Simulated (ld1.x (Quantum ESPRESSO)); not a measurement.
**Transferability test, TM potential for Cs**

- Element: Cs
- Generator: ld1.x (Quantum ESPRESSO) 7.5
- Type: norm-conserving Troullier–Martins (Kleinman–Bylander form)
- Functional: LDA (PZ)
- Relativity: scalar-relativistic
- Frozen core: [Xe]
- Valence charge: 1
- Reference configuration: 5d0 6s1 6p0
- Partial waves: 6p (bound, empty): rc 4.20 bohr; 5d (bound, empty): rc 4.20 bohr; 6s (bound): rc 4.00 bohr
- Local potential: the s channel
- Core correction: a·sin(br)/r model core inside 3.80 bohr

Energies are relative to the spin-unpolarised reference configuration 5d0 6s1 6p0; without spin polarisation the order of configurations can differ from experiment. Spin-polarised rows fill each open shell by Hund’s rule, majority spin first. The frozen-core shift is the all-electron ΔE with the core orbitals held at their reference shape minus the fully relaxed ΔE.

Problem. Give the all-electron excitation energy and the error of the potential for: 5d0 6s0.5 6p0; 5d0 6s0 6p1; 5d1 6s0 6p0; 5d0.5 6s0.5 6p0; 5d0 6s1 6p0 (spin-polarised); 5d0 6s0.5 6p0 (spin-polarised).

Solution.

```tsv
valence configuration	charge	ΔE all-electron (eV)	error AE − PS (meV)	frozen-core shift (meV)
5d0 6s0.5 6p0	+0.5	1.555	-2.5	+4.6
5d0 6s0 6p1	0	1.476	-4.5	+9.8
5d1 6s0 6p0	0	1.721	+0.4	+2.4
5d0.5 6s0.5 6p0	0	0.867	-0.2	+1.0
5d0 6s1 6p0 (spin-polarised)	0	-0.108	+1.6	+1.4
5d0 6s0.5 6p0 (spin-polarised)	+0.5	1.518	-2.3	+5.5
```

Levels in the configuration 5d0.5 6s0.5 6p0:

```
level  all-electron (eV)  pseudo (eV)
   5d             -0.537       -0.537
   6s             -2.260       -2.258
```

Note: ghost state, extra bound levels that the all-electron valence spectrum of the same l lacks: p at -734.2 eV. A true bound ghost makes a file unfit for plane-wave use.
